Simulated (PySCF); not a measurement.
Two-photon absorption: `C=C/C=C/C(C)=O`, C6H8O

Molfile (atoms numbered from 1):
```
C6H8O
     RDKit          3D

 15 14  0  0  0  0  0  0  0  0999 V2000
   -3.2743   -0.1705   -0.4379 C   0  0  0  0  0  0  0  0  0  0  0  0
   -2.0531   -0.6314   -0.1260 C   0  0  0  0  0  0  0  0  0  0  0  0
   -0.8350    0.1067   -0.3785 C   0  0  0  0  0  0  0  0  0  0  0  0
    0.4035   -0.3289   -0.0765 C   0  0  0  0  0  0  0  0  0  0  0  0
    1.5972    0.5018   -0.3745 C   0  0  0  0  0  0  0  0  0  0  0  0
    2.9316   -0.0897    0.0036 C   0  0  0  0  0  0  0  0  0  0  0  0
    1.5034    1.5947   -0.8930 O   0  0  0  0  0  0  0  0  0  0  0  0
   -4.1764   -0.7520   -0.2338 H   0  0  0  0  0  0  0  0  0  0  0  0
   -3.4047    0.8087   -0.9089 H   0  0  0  0  0  0  0  0  0  0  0  0
   -1.9502   -1.6159    0.3453 H   0  0  0  0  0  0  0  0  0  0  0  0
   -0.9127    1.0945   -0.8500 H   0  0  0  0  0  0  0  0  0  0  0  0
    0.5520   -1.3064    0.3949 H   0  0  0  0  0  0  0  0  0  0  0  0
    3.0818   -1.0514   -0.5133 H   0  0  0  0  0  0  0  0  0  0  0  0
    3.7371    0.6053   -0.2623 H   0  0  0  0  0  0  0  0  0  0  0  0
    2.9620   -0.3006    1.0849 H   0  0  0  0  0  0  0  0  0  0  0  0
  1  2  2  0
  2  3  1  0
  3  4  2  0
  4  5  1  0
  5  6  1  0
  5  7  2  0
  1  8  1  0
  1  9  1  0
  2 10  1  0
  3 11  1  0
  4 12  1  0
  6 13  1  0
  6 14  1  0
  6 15  1  0
M  END
```

The calculation used TDDFT wB97X-D/aug-cc-pVDZ excited states, vertical, gas phase (PySCF 2.14.0). Geometry: PBE0-D3(BJ)/def2-SVP.

(1) How strongly do the lowest singlets absorb one photon, and two photons of half the energy?

Results:

(1) δ for parallel linear polarisation; σ at the peak of a Lorentzian of half width 0.1 eV, single beam; Ω is circular over linear.
| state | E (eV) | f | photon λ (nm) | δ (au) | σ (GM) | Ω | main |
| --- | --- | --- | --- | --- | --- | --- | --- |
| S1 | 3.72 | 0.000 | 666 | <0.1 | 0.00 | – | HOMO−1→LUMO 0.87 |
| S2 | 4.93 | 0.702 | 503 | 268 | 2.40 | 0.76 | HOMO→LUMO 0.97 |
| S3 | 6.46 | 0.002 | 384 | 116 | 1.78 | 1.50 | HOMO→LUMO+1 0.79 |
| S4 | 6.72 | 0.000 | 369 | 6.27 | 0.10 | 1.50 | HOMO−3→LUMO 0.44, HOMO−1→LUMO+11 0.13 |
| S5 | 6.79 | 0.023 | 365 | 78.9 | 1.33 | 0.30 | HOMO−1→LUMO+1 0.50, HOMO−1→LUMO+3 0.14 |

Among these, the strongest one-photon state is S2, the strongest two-photon state S2, with a dipole change of 2.2 D (relaxed, norm of the difference vector).
